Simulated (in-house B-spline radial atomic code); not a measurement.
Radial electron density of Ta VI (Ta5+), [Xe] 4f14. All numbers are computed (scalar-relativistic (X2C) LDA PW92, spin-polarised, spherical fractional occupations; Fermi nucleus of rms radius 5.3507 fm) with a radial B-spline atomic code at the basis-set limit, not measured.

One-electron X2C: radii and densities carry no picture-change correction, so inner-shell <1/r> comes out high (for 1s by about 2 % at Z = 33, 5 % at 54, 10 % at 75, 30 % at 118) and <r> low.

Columns: r (bohr), 4πr²n(r) (electrons per bohr), bar.

```
0.000414    3.451 #
0.000508    4.603 ##
0.000624    6.129 ##
0.000767    8.137 ###
0.000942    10.74 ####
 0.00116    14.16 #####
 0.00142    18.39 ######
 0.00175     23.9 ########
 0.00215    30.63 ##########
 0.00264    38.75 #############
 0.00324    48.26 ################
 0.00398    59.04 ###################
 0.00489    70.59 #######################
   0.006    81.99 ###########################
 0.00738    92.19 ##############################
 0.00906    99.48 #################################
  0.0111    102.6 ##################################
  0.0137    100.8 #################################
  0.0168    95.41 ###############################
  0.0206    89.45 #############################
  0.0254    87.79 #############################
  0.0312    94.79 ###############################
  0.0383    110.1 ####################################
   0.047    126.8 ##########################################
  0.0578    133.8 ############################################
   0.071    124.8 #########################################
  0.0872    108.4 ####################################
   0.107    102.2 ##################################
   0.132      113 #####################################
   0.162    121.7 ########################################
   0.199    106.2 ###################################
   0.244     75.9 #########################
     0.3    61.22 ####################
   0.368    68.71 #######################
   0.452    72.46 ########################
   0.556     57.4 ###################
   0.683    36.39 ############
   0.839    22.85 ########
    1.03    15.98 #####
    1.27    10.35 ###
    1.56    5.186 ##
    1.91    1.828 #
    2.35   0.3987 
    2.88  0.05232 
    3.54 0.003467 
    4.35 0.0001041
```

On this grid the curve has 4 maxima, near 0.0111, 0.0578, 0.162, 0.452 bohr.

The 4f up radial function P(r) = rR(r), positive near the nucleus:

```json
{"r (bohr)": "0.0254", "P": "0.002266"}
{"r (bohr)": "0.0383", "P": "0.009149"}
{"r (bohr)": "0.0578", "P": "0.0339"}
{"r (bohr)": "0.0872", "P": "0.1106"}
{"r (bohr)": "0.132", "P": "0.3057"}
{"r (bohr)": "0.199", "P": "0.6662"}
{"r (bohr)": "0.3", "P": "1.09"}
{"r (bohr)": "0.452", "P": "1.272"}
{"r (bohr)": "0.683", "P": "1.047"}
{"r (bohr)": "1.03", "P": "0.6158"}
{"r (bohr)": "1.56", "P": "0.2441"}
{"r (bohr)": "2.35", "P": "0.05606"}
{"r (bohr)": "3.54", "P": "0.005235"}
```
